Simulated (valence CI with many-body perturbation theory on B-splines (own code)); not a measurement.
# E1 transitions of Sr⁶⁺

Computed by relativistic CI+MBPT: four valence electrons over a frozen Dirac-Fock core [Ar] 3d10, a basis of 11 s, 11 p, 10 d, 8 f, 5 g, 2 h functions for each j, with the one-electron correlation potential Σ1, the two-electron term Σ2, the three-electron term Σ3, Breit, model QED; selected CI, second order for the rest (own B-spline code, finite nucleus).

Against 13 measured levels this calculation errs by 110 cm⁻¹ on average and by 272 at most. These come from a selection out of Sansonetti, J. Phys. Chem. Ref. Data 41, 013102 (2012). Levels without a partner in it may be off by more. Among the levels kept, up to 910 cm⁻¹ of a level comes from second order outside the variational space, and about a tenth of that is noise between levels of different J, which matters for small intervals.

Lines 151 to 200 of 569 in falling wavelength, among levels below 598780 cm⁻¹, chosen from the strongest by gf and those to the six lowest levels. Wavelengths and rates use the calculated energies, so an error of 100 cm⁻¹ moves a line at 634.0 Å by 0.063 % and its rate by three times that or more. Electric multipoles are in the length gauge, E1 and E2 with the static RPA response of the core. Weak lines are less certain than strong ones. Lines between different terms over intervals too small for the method are left out, as are lines whose strength nearly cancels. Where a level lies close to another of its J and parity, the split of strength between their lines is uncertain. The highest levels of a list are the least certain.

Names give the largest LS component (configuration and term), which can be under half, so a name can repeat, a term be missing and a line seem to break the LS rules; names also repeat where a configuration has a term twice. Letters in brackets count levels of one name in rising energy.

```tsv
λ vac (Å)	λ from measured levels	Upper	Lower	A (s⁻¹)	S (a.u.) with core polarisation	S without
637.4		4s2 4p 5p 3S_1	4s2 4p 4d 3D°_2	1.16e+09	4.45e-01	4.36e-01
634.0	633.4	4s 4p3 3D°_3	4s2 4p2 3P_2	7.67e+08	6.75e-01	7.64e-01
630.4		4s2 4p 5p 3S_1	4s2 4p 4d 3P°_1 [b]	1.24e+09	4.59e-01	4.52e-01
626.0		4p3 4d 3G°_3	4s 4p2 4d 3G_3	6.00e+08	5.08e-01	5.84e-01
625.3		4p3 4d 3G°_4	4s 4p2 4d 3G_4	6.13e+08	6.66e-01	7.64e-01
623.5		4p3 4d 3G°_5	4s 4p2 4d 3G_5	9.53e+08	1.25e+00	1.44e+00
621.8	621.3	4s 4p3 3D°_1	4s2 4p2 3P_1	1.72e+08	6.12e-02	6.93e-02
621.2	620.6	4s 4p3 3D°_2	4s2 4p2 3P_1	1.02e+09	6.01e-01	6.78e-01
617.2		4s 4p2 5p 5P°_2 [a]	4s 4p2 4d 5P_3	1.57e+09	9.12e-01	8.96e-01
614.6	614.5	4s 4p3 3P°_1	4s2 4p2 1D_2	4.19e+07	1.44e-02	1.63e-02
606.2		4s 4p2 5p 3D°_2	4s 4p2 4d 5P_2	8.00e+08	4.40e-01	4.31e-01
603.6		4s 4p2 5p 5P°_2 [b]	4s 4p2 4d 5P_1	8.72e+08	4.73e-01	4.54e-01
598.7		4s 4p2 5p 5P°_2 [b]	4s 4p2 4d 5P_2	1.05e+09	5.54e-01	5.60e-01
598.2		4s 4p2 5p 5P°_3	4s 4p2 4d 5P_3	7.49e+08	5.54e-01	5.54e-01
597.7		4s 4p2 5p 3D°_2	4s 4p2 4d 5P_3	7.04e+08	3.71e-01	3.65e-01
597.3		4s 4p2 4d 3G_5	4s2 4p 4d 3F°_4	5.32e+08	6.16e-01	7.45e-01
596.5	595.9	4s 4p3 3D°_1	4s2 4p2 3P_0	9.74e+08	3.06e-01	3.45e-01
593.6		4s 4p2 5s 3D_3	4s2 4p 5s 3P°_2	2.06e+09	1.49e+00	1.65e+00
580.9		4s 4p2 4d 3G_4	4s2 4p 4d 3F°_3	4.58e+08	3.98e-01	4.89e-01
580.6		4p3 4d 3D°_3	4s 4p2 4d 3F_4 [a]	9.73e+08	6.58e-01	7.26e-01
576.9		4s 4p2 5s 1D_2	4s2 4p 5s 1P°_1	8.58e+08	4.07e-01	4.69e-01
573.4		4s2 4p 4f 1G_4	4s2 4p 4d 1F°_3	6.79e+08	5.69e-01	5.38e-01
572.6		4s2 4p 5p 3D_1	4s2 4p 4d 3F°_2	3.23e+09	8.99e-01	8.77e-01
566.3		4s 4p2 5p 3D°_1	4s 4p2 4d 3F_2 [a]	1.71e+09	4.60e-01	4.45e-01
565.4		4p3 4d 3D°_2	4s 4p2 4d 3F_3 [a]	1.86e+09	8.30e-01	9.15e-01
563.9		4s 4p2 5p 5P°_2 [b]	4s 4p2 4d 3F_3 [a]	7.29e+08	3.23e-01	3.07e-01
563.9		4s2 4p 5p 3D_2	4s2 4p 4d 3F°_3	3.83e+09	1.69e+00	1.65e+00
560.3		4s 4p2 5p 3D°_3	4s 4p2 4d 3F_4 [a]	3.75e+09	2.28e+00	2.31e+00
560.0	559.7	4s 4p3 3P°_1	4s2 4p2 3P_2	4.46e+08	1.16e-01	1.30e-01
558.7		4s 4p2 5s 3D_2	4s2 4p 5s 3P°_1	2.01e+09	8.65e-01	9.60e-01
557.4		4s 4p2 5s 3D_1	4s2 4p 5s 3P°_0	1.76e+09	4.50e-01	4.98e-01
556.9	556.6	4s 4p3 3P°_2	4s2 4p2 3P_2	2.19e+09	9.36e-01	1.05e+00
555.0		4p3 4d 5D°_2	4s 4p2 4d 3F_3 [a]	1.63e+09	6.86e-01	7.40e-01
553.7		4p4 3P_2	4s 4p3 3D°_3	3.32e+09	1.39e+00	1.57e+00
551.5	552.3	4s 4p3 3S°_1	4s2 4p2 1S_0	2.61e+08	6.47e-02	7.35e-02
551.3		4p3 4d 3F°_4	4s 4p2 4d 3F_4 [a]	7.57e+08	5.63e-01	6.49e-01
551.1		4s2 4p 5p 3D_3	4s2 4p 4d 3F°_4	3.81e+09	2.20e+00	2.14e+00
550.2		4s 4p2 5p 5D°_3	4s 4p2 4d 5D_3	9.06e+08	5.21e-01	5.22e-01
549.5		4s2 4p 5p 3P_1 [a]	4s2 4p 4d 3F°_2	1.56e+09	3.84e-01	3.75e-01
546.3		4p4 3P_2	4s 4p3 3D°_2	1.02e+09	4.09e-01	4.61e-01
546.2		4s2 4p 4f 3G_4	4s2 4p 4d 1F°_3	1.57e+09	1.14e+00	1.12e+00
544.9	544.7	4s 4p3 3P°_0	4s2 4p2 3P_1	2.62e+09	2.09e-01	2.34e-01
544.6		4s 4p2 5p 3D°_3	4s 4p2 4d 3F_3 [a]	5.58e+08	3.12e-01	3.19e-01
544.6		4s 4p2 5p 5P°_2 [a]	4s 4p2 4d 5D_3	1.88e+09	7.48e-01	7.21e-01
544.0		4p3 4d 3F°_3	4s 4p2 4d 3F_3 [a]	6.22e+08	3.46e-01	3.95e-01
543.3		4p3 4d 3D°_1	4s 4p2 4d 3F_2 [a]	2.90e+09	6.90e-01	7.68e-01
542.9		4s 4p2 4d 1P_1 [b]	4s2 4p 4d 1P°_1	2.04e+09	4.84e-01	5.43e-01
542.6	542.4	4s 4p3 3P°_1	4s2 4p2 3P_1	1.42e+09	3.36e-01	3.76e-01
542.1	541.7	4s 4p3 1D°_2	4s2 4p2 1D_2	4.20e+09	1.65e+00	1.86e+00
542.0		4s 4p2 5p 5D°_4	4s 4p2 4d 5D_4	1.89e+09	1.33e+00	1.38e+00
```
